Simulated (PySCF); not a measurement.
First SCF of a structure search on singlet PdN(OH), at a hand-made PBE0 minimum (heavy-atom frame) geometry. PySCF input:

```python
from pyscf import gto, scf, dft
mol = gto.M(atom='''
Pd    -0.084697     0.000000     0.070278
N      0.394745     0.000000     1.663569
O      0.212367     0.000000    -1.757805
H      1.022618     0.000000    -2.269454''',
    basis={'Pd': 'def2-TZVP', 'N': 'def2-TZVP', 'O': 'def2-TZVP', 'H': 'def2-TZVP'},
    ecp={'Pd': 'def2-TZVP'},
    charge=0, spin=0)
mf = dft.RKS(mol, xc='PBE0')
mf.grids.atom_grid = (50, 194)
aux = {'Pd': 'def2-universal-JKFIT', 'N': 'def2-universal-JKFIT', 'O': 'def2-universal-JKFIT', 'H': 'def2-universal-JKFIT'}
mf = mf.density_fit(auxbasis=aux)
mf.conv_tol = 1e-08
mf.diis_space = 10
mf.max_cycle = 60
mf.init_guess = 'minao'
mf.verbose = 4
mf.kernel()
```

Excerpt of the output (cycles and frontier levels):

```
init E= -248.912112783254
  HOMO = -0.629836558201724  LUMO = -0.606220204677466  gap/eV = 0.64263
cycle= 1 E= -255.989356949072  delta_E= -7.08  |g|= 3.35  |ddm|= 5.73
  HOMO = 0.137628370543069  LUMO = 0.140457865106367  gap/eV = 0.07699
cycle= 2 E= -232.500185717108  delta_E= 23.5  |g|= 8.34  |ddm|= 13.9
  HOMO = -0.358762853397753  LUMO = -0.276632819095456  gap/eV = 2.23487
cycle= 3 E= -258.09715921053  delta_E= -25.6  |g|= 0.657  |ddm|= 13.8
  HOMO = -0.274033603261598  LUMO = -0.192022565859541  gap/eV = 2.23163
cycle= 4 E= -256.921778320166  delta_E= 1.18  |g|= 2.44  |ddm|= 2.12
  HOMO = -0.212998987021482  LUMO = -0.134416250133896  gap/eV = 2.13835
cycle= 5 E= -258.067462710711  delta_E= -1.15  |g|= 0.936  |ddm|= 1.16
  HOMO = -0.236775583781832  LUMO = -0.14149921788865  gap/eV = 2.59260
cycle= 6 E= -258.17503415771  delta_E= -0.108  |g|= 0.501  |ddm|= 0.426
  HOMO = -0.253319428720182  LUMO = -0.161457496806326  gap/eV = 2.49969
... 12 lines left out ...
cycle= 13 E= -258.223756758677  delta_E= -1.13e-05  |g|= 0.000414  |ddm|= 0.026
  HOMO = -0.258010762850439  LUMO = -0.160033840023379  gap/eV = 2.66609
cycle= 14 E= -258.223757086394  delta_E= -3.28e-07  |g|= 0.000105  |ddm|= 0.00404
  HOMO = -0.257998493387149  LUMO = -0.16002831987585  gap/eV = 2.66590
cycle= 15 E= -258.223757103608  delta_E= -1.72e-08  |g|= 6.12e-05  |ddm|= 0.000814
  HOMO = -0.257997498249036  LUMO = -0.160027048142295  gap/eV = 2.66591
cycle= 16 E= -258.223757105528  delta_E= -1.92e-09  |g|= 8.03e-06  |ddm|= 0.000264
  HOMO = -0.257999741291695  LUMO = -0.160029534195977  gap/eV = 2.66591
Extra cycle  E= -258.223757105468  delta_E= 5.95e-11  |g|= 2.22e-05  |ddm|= 2.14e-05
converged SCF energy = -258.223757105468
```

No lower solution of this spin was found by a stability analysis within the restricted form, which does not test spin polarisation.

At the minimum of this search the closed-shell solution is unstable towards spin polarisation, so a lower open-shell solution exists.

The search for the lowest solution, with the stability check, took 7.4 s on 2 threads of a shared Arm Neoverse N1 host, with 108 basis functions; the process peaked at 0.37 GiB. Launch command: `OMP_NUM_THREADS=2 python axn.py task.json out`.
